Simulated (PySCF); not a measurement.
Isomers of C8H11N, from PBE0-D3(BJ)/def2-SVP geometry optimisation, gas phase in PySCF. One conformer each, no zero-point energy, no frequencies.

Question: Which is lowest in electronic energy at this level?
A. `[CH3:1][CH:2]([CH3:3])[c:4]1[cH:5][cH:6][n:7][cH:8][cH:9]1` with C1–C2–C4–C5 -62°: A = 3470, B = 1081, C = 1003 MHz, dipole 2.74 D
B. `N#C[C@@H]1CC[C@H]2C[C@@H]1C2`: A = 3222, B = 1332, C = 1152 MHz, dipole 4.17 D
C. `Cc1cccc(C)c1N`: A = 2268, B = 1761, C = 1004 MHz, dipole 2.04 D
D. `[CH:1]#[C:2][CH:3]1[CH2:4][CH2:5][C:6](=[NH:7])[CH2:8][CH2:9]1` with C2–C3–C4–C5 -68°, C3–C4–C5–C6 -54°, C4–C5–C6–N7 -128°, C5–C6–C8–C9 -51°: A = 2903, B = 1212, C = 1127 MHz, dipole 2.13 D
E. `[CH3:1][N:2]([CH3:3])[C@@:4]12[CH:5]=[CH:6][C@H:7]3[C@@H:8]1[C@@H:9]23` with C1–N2–C4–C5 -66°: A = 3365, B = 1355, C = 1299 MHz, dipole 0.47 D
F. `[CH3:1][CH2:2][CH2:3][c:4]1[cH:5][cH:6][n:7][cH:8][cH:9]1` with C1–C2–C3–C4 180°, C2–C3–C4–C5 89° (4-propylpyridine): A = 4563, B = 854.4, C = 770.4 MHz, dipole 2.76 D

Answer: C. That is `Cc1cccc(C)c1N`, 10.5 kcal/mol below the next.

| SMILES | mapped SMILES | E (Eh) | relative (kcal/mol) | relative (kJ/mol) | dipole (D) |
| --- | --- | --- | --- | --- | --- |
| Cc1cccc(C)c1N | [CH3:1][c:2]1[cH:3][cH:4][cH:5][c:6]([CH3:7])[c:8]1[NH2:9] | -365.56232 | 0.0 | 0.0 | 2.04 |
| CC(C)c1ccncc1 | [CH3:1][CH:2]([CH3:3])[c:4]1[cH:5][cH:6][n:7][cH:8][cH:9]1 | -365.54554 | 10.5 | 44.1 | 2.74 |
| CCCc1ccncc1 | [CH3:1][CH2:2][CH2:3][c:4]1[cH:5][cH:6][n:7][cH:8][cH:9]1 | -365.54533 | 10.7 | 44.6 | 2.76 |
| N#C[C@@H]1CC[C@H]2C[C@@H]1C2 | [N:1]#[C:2][C@@H:3]1[CH2:4][CH2:5][C@H:6]2[CH2:7][C@@H:8]1[CH2:9]2 | -365.50680 | 34.8 | 145.8 | 4.17 |
| C#CC1CCC(=N)CC1 | [CH:1]#[C:2][CH:3]1[CH2:4][CH2:5][C:6](=[NH:7])[CH2:8][CH2:9]1 | -365.46735 | 59.6 | 249.4 | 2.13 |
| CN(C)[C@@]12C=C[C@H]3[C@@H]1[C@H]32 | [CH3:1][N:2]([CH3:3])[C@@:4]12[CH:5]=[CH:6][C@H:7]3[C@@H:8]1[C@@H:9]23 | -365.41872 | 90.1 | 377.0 | 0.47 |

As drawn, the lowest has an aromatic ring and an N–H bond, which the highest lacks; the highest has a three-membered ring and a C=C bond outside aromatic rings, which the lowest lacks.
